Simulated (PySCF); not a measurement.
C$_{4}$H$_{11}$In, triplet, geometry from GFN2-xTB (such geometries of metal compounds can be far from the true shape) (a higher spin typed on purpose: for a closed-shell molecule this is an excited state) (all electrons, no relativity). Base run: PBE0/3-21G run with PySCF.

Geometry (Å):
```xyz
16

In     0.2502     0.3731     0.5822
C      1.3233     0.9269    -1.5522
H      2.0891     0.2259    -1.8589
H      1.7370     1.9171    -1.3891
H      0.4994     0.9597    -2.2561
C     -2.0762     0.8896     0.6047
H     -2.6459     0.0441     0.9830
H     -2.3488     1.0930    -0.4285
H     -2.2694     1.7669     1.2169
C      0.2689    -2.0405    -0.5455
C     -0.7632    -2.0160    -1.6121
H     -0.0142    -2.5514     0.3682
H      1.2851    -2.2307    -0.8608
H     -0.4244    -1.4438    -2.4731
H     -1.6958    -1.5878    -1.2422
H     -0.9880    -3.0333    -1.9569
```
Charge 0, spin multiplicity 3.
Orbitals are unrestricted.
All else is at PySCF's defaults.
Base energy -5874.71664 Eh.

Each row names what was changed in the base input (with any setting that the change needs).

```tsv
change	ΔE vs base (µEh)	SCF cycles	<S^2>
base	0.0	13	2.011
init_guess = sap	0.0	18	2.011
conv_tol_grad = 1e-7	0.0	18	2.011
level_shift = 0.3 (with mf.max_cycle = 100)	0.0	24	2.011
diis_space = 2	0.0	27	2.011
damp = 0.5; diis_start_cycle = 5	0.0	13	2.011
solver = newton; init_guess = 1e	0.0	-	2.011
level_shift = 0.1 (with mf.max_cycle = 100)	0.0	16	2.011
init_guess = mod_huckel	0.0	16	2.011
diis = off; damp = 0.3 (with mf.diis_start_cycle = 200; with mf.max_cycle = 150)	0.0	98	2.011
init_guess = atom	0.0	13	2.011
diis = off; damp = 0.6 (with mf.diis_start_cycle = 200; with mf.max_cycle = 150)	0.0	30	2.011
diis_space = 20	0.0	13	2.011
```

Open shells are given as the SCF converged; they aren't shown to be the lowest states, and a large step between rows can be another state.
